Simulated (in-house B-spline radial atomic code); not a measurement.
Ru⁷⁺: [Ar] (3d3/2)4 (3d5/2)5 4s2 4p6 (4d3/2)1 (7f7/2)1 (an excited or competing configuration)

Computed with an all-electron radial atomic-structure program (B-spline basis): Dirac-Hartree-Fock, average of the jj configuration, Fermi nucleus of rms radius 4.4809 fm.

Screening seen three ways: the hydrogenic charge with the same mean radius, Z_r = [3n² - l(l+1)]/(2<r>), the one with the same energy, Z_e = n√(-2ε), and Slater's rules. Values are occupation-weighted means over j. An effective charge above Z reflects the relativistic contraction of the inner shells.

```
shell  electrons   ε (eV)  <r> (bohr)    Z_r    Z_e  Slater
   1s          2   -22415     0.03343  44.87  40.59   43.70
   2s          2  -3444.9       0.145  41.39  31.82   39.85
   2p          6  -3097.6      0.1268  39.44  30.18   39.85
   3s          2  -764.86      0.3963  34.06  22.49   32.75
   3p          6  -646.77      0.3959  31.57  20.68   32.75
   3d          9  -460.41      0.3753  27.98  17.45   23.20
   4s          2  -221.01      0.9517  25.22  16.12   17.10
   4p          6  -181.09       1.014  22.67  14.59   17.10
   4d          1  -129.47       1.147  18.31  12.34    9.00
   7f          1  -19.669       7.518   8.98   8.42    8.00
```

The least bound orbital is 7f7/2 at -19.67 eV, and it is also the most diffuse (<r> = 7.518 bohr). The part-filled 3d shell lies below the filled 4p shell in orbital energy.

For the 1s electron the small component carries 2.58 % of the norm, the zero-frequency Breit interaction raises the level by 45.05 eV, self-energy by 24.78 eV, and vacuum polarisation lowers it by 2.96 eV.
